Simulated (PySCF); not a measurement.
A calculated (PW91, PySCF 2.14, aug-cc-pwCVTZ-X2C, the spin-free X2C one-electron Hamiltonian (Gaussian nucleus)) atom or ion has these occupied shells.

```
shell  electrons  orbital energy (eV)  rms radius, mean of both spins (bohr)
 1s α          1              -3950.5                                 0.0889
 1s β          1              -3950.5                                 0.0889
 2s α          1              -415.69                                  0.396
 2s β          1              -415.65                                  0.396
 2p α          3              -336.30                                  0.365
 2p β          3              -336.26                                  0.365
 3s α          1              -48.284                                   1.24
 3s β          1              -48.148                                   1.24
 3p α          3              -29.223                                   1.38
 3p β          3              -29.061                                   1.38
 4s α          1               -4.706                                   4.14
 4p α          1               -2.283                                   5.36
```

(1) Name the element and its charge.

Results:

(1) Ca (calcium, neutral), in [Ar] 4s1 4p1, high-spin 3P determinant (an excited configuration).
